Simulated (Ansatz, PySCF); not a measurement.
Ag (SMILES [Ag+]), charge +1, singlet (core potentials on Ag). Base run: PySCF with BLYP/def2-SVPD.

The PySCF input:
```python
from pyscf import gto, scf, dft

mol = gto.M(
    atom='''
Ag    0.00000000    0.00000000    0.00000000
''',
    basis='def2-svpd',
    ecp={'Ag': 'def2-svpd'},
    charge=1,
    verbose=4,
)

mf = dft.RKS(mol)
mf.xc = 'blyp'
mf.kernel()
```

The same geometry, method and basis name were run in Ansatz (a first-principles code) and PySCF, at each program's defaults and at the settings that a row names. The base is PySCF at its defaults. Differences at the defaults can come from grids, fitting, cores and function types together.

```json
[
 {"code and settings": "PySCF, defaults (exact integrals, its default grid, spherical functions)", "ΔE vs base (µEh)": "0.0", "basis functions": "34", "E (Eh)": "-146.61038", "SCF cycles": "8"},
 {"code and settings": "Ansatz, defaults (factorised integrals, its default grid, spherical functions)", "ΔE vs base (µEh)": "-0.4", "basis functions": "34", "E (Eh)": "-146.61038", "SCF cycles": "-"},
 {"code and settings": "PySCF, density fitting with def2-universal-jkfit", "ΔE vs base (µEh)": "-43.8", "basis functions": "34", "E (Eh)": "-146.61043", "SCF cycles": "8"},
 {"code and settings": "PySCF, fine grid", "ΔE vs base (µEh)": "-0.2", "basis functions": "34", "E (Eh)": "-146.61038", "SCF cycles": "8"},
 {"code and settings": "Ansatz, high accuracy", "ΔE vs base (µEh)": "-0.1", "basis functions": "34", "E (Eh)": "-146.61038", "SCF cycles": "-"}
]
```
